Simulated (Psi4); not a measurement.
C4H3O (SMILES [c]1ccco1), doublet, at a GFN2-xTB geometry; HF/STO-3G (Psi4).

Input for Psi4:
```
memory 2 GB

molecule mol {
0 2
  O    -0.004073    0.072020    1.177792
  C     0.015234    1.111495    0.364397
  C    -0.017204   -1.024409    0.385746
  C     0.015903    0.776725   -0.944358
  C    -0.005819   -0.651630   -0.923541
  H    -0.033807   -1.981462    0.866997
  H     0.029378    1.419638   -1.797265
  H    -0.011668   -1.287424   -1.785535
}

set basis sto-3g
set reference uhf

energy('scf')
print_variables()
```

Question: Write the output that Psi4 gives for this input, abridged.

Answer: 
```
   => Loading Basis Set <=

    Name: STO-3G
    Role: ORBITAL
    Keyword: BASIS

         ---------------------------------------------------------
                                   SCF
               by Justin Turney, Rob Parrish, Andy Simmonett
                          and Daniel G. A. Smith
                              UHF Reference
         ---------------------------------------------------------

  ==> Geometry <==

    Molecular point group: c1
    Full point group: C1

    Geometry (in Angstrom), charge = 0, multiplicity = 2:

       Center              X                  Y                   Z               Mass
    ------------   -----------------  -----------------  -----------------  -----------------
         O           -0.004311706917     0.044648298987     1.137675305985    15.994914619570
         C            0.014995293083     1.084123298987     0.324280305985    12.000000000000
         C           -0.017442706917    -1.051780701013     0.345629305985    12.000000000000
         C            0.015664293083     0.749353298987    -0.984474694015    12.000000000000
         C           -0.006057706917    -0.679001701013    -0.963657694015    12.000000000000
         H           -0.034045706917    -2.008833701013     0.826880305985     1.007825032230
         H            0.029139293083     1.392266298987    -1.837381694015     1.007825032230
         H           -0.011906706917    -1.314795701013    -1.825651694015     1.007825032230

  Running in c1 symmetry.

  Rotational constants: A =      0.36044  B =      0.31040  C =      0.16678 [cm^-1]
  Rotational constants: A =  10805.79384  B =   9305.54347  C =   4999.85569 [MHz]
  Nuclear repulsion =  153.527374967494183

  Charge       = 0
  Multiplicity = 2
  Electrons    = 35
  Nalpha       = 18
  Nbeta        = 17

  ==> Algorithm <==

  SCF Algorithm Type is DF.
  DIIS enabled.
  MOM disabled.
  Fractional occupation disabled.
  Guess Type is SAD.
  Energy threshold   = 1.00e-06
  Density threshold  = 1.00e-06
  Integral threshold = 1.00e-12

  ==> Primary Basis <==

  Basis Set: STO-3G
    Blend: STO-3G
    Number of shells: 18
    Number of basis functions: 28
    Number of Cartesian functions: 28
    Spherical Harmonics?: true
    Max angular momentum: 1

   => Loading Basis Set <=

    Name: (STO-3G AUX)
    Role: JKFIT
    Keyword: DF_BASIS_SCF

  ==> Integral Setup <==

  SCF_SUBTYPE=INCORE selected. In-core MEM_DF algorithm will be used.
  Using in-core AOs.

  ==> MemDFJK: Density-Fitted J/K Matrices <==

    J tasked:                   Yes
    K tasked:                   Yes
    wK tasked:                   No
    Algorithm:                 Core
    Schwarz Cutoff:           1E-12
    Mask sparsity (%):       1.2755
    Fitting Condition:        1E-10

   => Auxiliary Basis Set <=

  Basis Set: (STO-3G AUX)
    Blend: DEF2-UNIVERSAL-JKFIT
    Number of shells: 143
    Number of basis functions: 431
    Number of Cartesian functions: 509
    Spherical Harmonics?: true
    Max angular momentum: 4

  Minimum eigenvalue in the overlap matrix is 1.7302450908E-01.
  Reciprocal condition number of the overlap matrix is 6.7962665996E-02.
    Using symmetric orthogonalization.

  ==> Pre-Iterations <==

  SCF Guess: Superposition of Atomic Densities via on-the-fly atomic UHF (no occupation information).

   -------------------------
    Irrep   Nso     Nmo
   -------------------------
     A         28      28
   -------------------------
    Total      28      28
   -------------------------

  ==> Iterations <==

                           Total Energy        Delta E     RMS |[F,P]|

   @DF-UHF iter SAD:  -222.17893754502660   -2.22179e+02   0.00000e+00
   @DF-UHF iter   1:  -225.05186408827944   -2.87293e+00   7.14582e-03 ADIIS/DIIS
   @DF-UHF iter   2:  -225.08111633668707   -2.92522e-02   2.45968e-03 ADIIS/DIIS
   @DF-UHF iter   3:  -225.08500008321838   -3.88375e-03   1.05537e-03 ADIIS/DIIS
[...]
   @DF-UHF iter  70:  -225.08232041421752   -1.54722e-02   4.61826e-04 ADIIS/DIIS
   @DF-UHF iter  71:  -225.08190689672381    4.13517e-04   4.85167e-04 ADIIS/DIIS
   @DF-UHF iter  72:  -225.08224236441723   -3.35468e-04   4.79452e-04 ADIIS/DIIS
   @DF-UHF iter  73:  -225.08109653639940    1.14583e-03   5.06337e-04 ADIIS/DIIS
   @DF-UHF iter  74:  -225.08227054903284   -1.17401e-03   3.99362e-04 ADIIS/DIIS
   @DF-UHF iter  75:  -225.08216154867185    1.09000e-04   4.02569e-04 ADIIS/DIIS
   @DF-UHF iter  76:  -225.08268237548654   -5.20827e-04   4.06669e-04 ADIIS/DIIS
   @DF-UHF iter  77:  -225.08326869151068   -5.86316e-04   4.13209e-04 ADIIS/DIIS
   @DF-UHF iter  78:  -225.08280958397648    4.59108e-04   4.02511e-04 ADIIS/DIIS
   @DF-UHF iter  79:  -225.08288037367865   -7.07897e-05   4.10773e-04 ADIIS/DIIS
   @DF-UHF iter  80:  -225.07543476779435    7.44561e-03   9.43889e-04 ADIIS/DIIS
   @DF-UHF iter  81:  -225.07952238877425   -4.08762e-03   5.82660e-04 ADIIS/DIIS
   @DF-UHF iter  82:  -225.08126736112484   -1.74497e-03   4.59475e-04 ADIIS/DIIS
   @DF-UHF iter  83:  -225.08131672081043   -4.93597e-05   4.57763e-04 ADIIS/DIIS
   @DF-UHF iter  84:  -225.08147488230546   -1.58161e-04   4.55526e-04 ADIIS/DIIS
   @DF-UHF iter  85:  -225.08188349548882   -4.08613e-04   4.60188e-04 ADIIS/DIIS
   @DF-UHF iter  86:  -225.08170726040484    1.76235e-04   4.65400e-04 ADIIS/DIIS
   @DF-UHF iter  87:  -225.08200897346867   -3.01713e-04   4.61130e-04 ADIIS/DIIS
   @DF-UHF iter  88:  -225.08294635062850   -9.37377e-04   4.65008e-04 ADIIS/DIIS
   @DF-UHF iter  89:  -225.08086912137418    2.07723e-03   4.51128e-04 ADIIS/DIIS
   @DF-UHF iter  90:  -225.08089611244489   -2.69911e-05   4.61687e-04 ADIIS/DIIS
   @DF-UHF iter  91:  -225.07814127842147    2.75483e-03   5.83501e-04 ADIIS/DIIS
   @DF-UHF iter  92:  -225.08644369250410   -8.30241e-03   6.52213e-04 ADIIS/DIIS
   @DF-UHF iter  93:  -225.07813468503949    8.30901e-03   8.82232e-04 ADIIS/DIIS
   @DF-UHF iter  94:  -225.07869320570248   -5.58521e-04   6.78613e-04 ADIIS/DIIS
   @DF-UHF iter  95:  -225.07694399507443    1.74921e-03   7.78972e-04 ADIIS/DIIS
   @DF-UHF iter  96:  -225.07979923778456   -2.85524e-03   5.52854e-04 ADIIS/DIIS
   @DF-UHF iter  97:  -225.08085664815027   -1.05741e-03   5.13419e-04 ADIIS/DIIS
   @DF-UHF iter  98:  -225.08074403571138    1.12612e-04   5.37946e-04 ADIIS/DIIS
   @DF-UHF iter  99:  -225.08129235811623   -5.48322e-04   5.13331e-04 ADIIS/DIIS
   @DF-UHF iter 100:  -225.08124687125999    4.54869e-05   5.20024e-04 ADIIS/DIIS

PsiException: Could not converge SCF iterations in 100 iterations.

  Failed to converge.

Traceback (most recent call last):
  File "psi4", line 375, in <module>
  File "<string>", line 29, in <module>
  File "site-packages/psi4/driver/driver.py", line 533, in energy
  File "site-packages/psi4/driver/procrouting/proc.py", line 2760, in run_scf
  File "site-packages/psi4/driver/procrouting/proc.py", line 2047, in scf_helper
  File "site-packages/psi4/driver/procrouting/scf_proc/scf_iterator.py", line 93, in scf_compute_energy
  File "site-packages/psi4/driver/procrouting/scf_proc/scf_iterator.py", line 86, in scf_compute_energy
  File "site-packages/psi4/driver/procrouting/scf_proc/scf_iterator.py", line 609, in scf_iterate

psi4.driver.p4util.exceptions.SCFConvergenceError: Could not converge SCF iterations in 100 iterations.

Printing out the relevant lines from the Psithon --> Python processed input file:
      H    -0.011668   -1.287424   -1.785535
    ""","mol")
    core.IO.set_default_namespace("mol")
    core.set_global_option("BASIS", "sto-3g")
    core.set_global_option("REFERENCE", "uhf")
--> energy('scf')
    print_variables()

!-------------------------------------------------------!
!                                                       !
!  Could not converge SCF iterations in 100 iterations. !
!                                                       !
!-------------------------------------------------------!
```

The run did not converge; its last values are not results.
